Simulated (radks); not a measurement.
Results of a calculation; reference values are marked as such.
The tellurium anion Te2-, [Xe], held by a Watson sphere: a shell of charge +2.8 at radius R that stands for the Madelung well of a crystal (potential energy -2.8/R inside, -2.8/r outside, in hartree with lengths in bohr). Code: a radial shooting solver on a logarithmic mesh with Libxc functionals. Model: scalar-relativistic Kohn-Sham, LDA (Slater exchange, Perdew-Wang correlation), spin-unpolarised, spherical densities, point nucleus. Response by self-consistent Sternheimer equations with the Hartree and adiabatic LDA kernel, the relativistic mass of each level held fixed and spin-orbit coupling left out. The sphere does not respond.

R (bohr),e(4d) (eV),e(5s) (eV),e(5p) (eV),<r> 5p (bohr),sum of <r^2> (bohr^2),X-ray form factor at sin(theta)/lambda = 0.1 1/angstrom,alpha (bohr^3)
2.75,-46.582,-22.223,-13.302,2.586,74.99,49.368,35.79
3.1,-45.596,-20.962,-12.339,2.685,79.07,49.202,43.11
3.96,-43.746,-18.468,-10.149,2.896,88.32,48.882,66.89
4.17,-43.361,-17.969,-9.673,2.941,90.40,48.821,74.02
4.58,-42.661,-17.095,-8.815,3.020,94.28,48.720,89.59
5.53,-41.276,-15.471,-7.157,3.172,102.5,48.555,135.1
5.59,-41.199,-15.384,-7.066,3.181,103.0,48.547,138.5
5.79,-40.949,-15.104,-6.774,3.208,104.7,48.523,150.3
5.9,-40.816,-14.957,-6.620,3.223,105.6,48.511,157.2
